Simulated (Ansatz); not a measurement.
`O[SiH](F)O[SiH2]F` + H₂O → `O[SiH](O)O[SiH2]F` + H–F  (formal hydrolysis of the Si–F bond)

Gas-phase electronic energies from Ansatz, PBE0-D4/def2-TZVP geometries. CCSD(T)/CBS is the MP2 limit (def2-TZVPP, def2-QZVPP) plus CCSD(T) − MP2 in def2-TZVPP, frozen cores. This one scheme is used for every species. DFT in def2-TZVPP. HSE06 is defined as in plane-wave codes. Each species was taken in one conformer, which may not be the lowest.

| level | ΔE (kJ/mol) |
| --- | --- |
| HSE06-D4 | 41.9 |
| ωB97X-V | 45.0 |
| LC-ωPBE | 45.0 |
| HF/def2-SVP | 48.5 |

(1) What does CCSD(T)/CBS give? (Best estimate.)

Largest T1 diagnostic among the species: 0.012.

## Answers

(1) Ansatz gave: +43.8 kJ/mol. The listed levels differ from it by -1.9, 1.2, 1.2, 4.7 kJ/mol.

In def2-TZVPP, CCSD(T) changes the Hartree–Fock value by −7.6 kJ/mol (the triples alone add −1.2 kJ/mol) and MP2 by −9.0 kJ/mol. Leaving LDA and LC-ωPBE aside and taking each functional with its dispersion term where it has one, the values, not all of them listed here, spread over 6.0 kJ/mol, from revPBE-D4 to B97M-V. LDA lies −4.9 kJ/mol from PBE without D4. The D4 term adds −3.1 kJ/mol with B3LYP and −1.7 kJ/mol with PBE0; it sums over pairs of atoms, weighted by their polarisabilities, and B3LYP, whose exchange is more repulsive, gets the larger term.

B3LYP here is the variant with VWN-RPA as its local correlation; programs differ in this.
